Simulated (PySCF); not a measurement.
**A small calculation by hand: dipole moment from atomic charges**

C2H4ClInO, SMILES [Cl][In]([CH]=C)[OH]. Atoms are numbered in the order given.

```xyz
9

In     0.1191     0.0095     0.0000
Cl    -0.7639    -2.1956     0.0000
C     -1.0726     1.7785     0.0000
C     -0.5220     2.9983     0.0000
H     -2.1623     1.6660     0.0000
H     -1.1420     3.9043     0.0000
H      0.5609     3.1618     0.0000
O      2.1211     0.0402     0.0000
H      2.4923    -0.8537     0.0000
```
Charge 0, spin multiplicity 1.

Coordinates come from a B3LYP-D3(BJ)/def2-SVP optimisation. The structure was generated by enumeration; whether it is a known compound was not checked. The def2 effective core potentials stand for the cores of In; spin–orbit coupling is left out. One conformer was computed; it need not be the lowest.

Charges (e) from PBE/def2-TZVP run with PySCF:

| atom | ESP fit | Mulliken |
|---|---|---|
| In1 | 0.726 | 0.788 |
| Cl2 | -0.353 | -0.379 |
| C3 | -0.226 | -0.302 |
| C4 | -0.357 | -0.235 |
| H5 | 0.132 | 0.145 |
| H6 | 0.178 | 0.128 |
| H7 | 0.203 | 0.148 |
| O8 | -0.654 | -0.599 |
| H9 | 0.350 | 0.307 |

The dipole moment of the full density is 2.46 D.

Task: What dipole moment does each set of point charges give, and which comes closer to that of the density?

Result: 
μ = Σ q r, and 1 e Å = 4.8032 D.
ESP fit: Σ q r = (-0.105, 0.541, 0.000) e Å, |μ| = 2.65 D.
Mulliken: Σ q r = (-0.052, 0.521, 0.000) e Å, |μ| = 2.52 D.
Mulliken comes closer in size. Point charges leave out the atoms' own dipoles (lone pairs, polarised bonds); fits to the potential absorb them, partitions of the density don't.
